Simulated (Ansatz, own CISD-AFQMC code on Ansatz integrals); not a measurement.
CH6Si3, SMILES `[SiH2]=C1[SiH2][SiH2]1` (charge 0, multiplicity 1).

Z-matrix (Å, degrees):
```
C
Si 1 1.6878
H 2 1.4829 1 123.82
H 2 1.4829 3 112.23 1 -179.89
Si 1 1.8572 2 142.84 3 -1.22
H 5 1.4852 1 117.15 2 69.85
H 5 1.4853 6 111.18 1 138.57
Si 1 1.8573 2 142.76 3 -178.72
H 8 1.4854 1 117.23 2 66.22
H 8 1.4855 9 111.19 1 138.55
```
Charge 0, multiplicity 1.

Frozen-core correlation energies in cc-pVDZ at a geometry from PBE0-D3(BJ)/def2-TZVP, on an HF energy of -908.04892 Ha (<S^2> = 0.00, restricted and unstable towards unrestricted orbitals). Wave-function levels are from Ansatz, the walk from an own CISD-AFQMC code on Ansatz integrals (time step 0.005/Ha, trial state from CCSD amplitudes, largest double 0.08).

```tsv
level	correlation energy (mHa)
MP2	-429.0
CCSD	-485.3
CCSD(T)	-504.8
```

Question: What correlation energy does phaseless AFQMC give, and where does it lie among these levels?

Answer: -506.9 ± 0.4 mHa (one standard error). AFQMC minus each level: MP2 -77.9 mHa, CCSD -21.6 mHa, CCSD(T) -2.1 mHa.
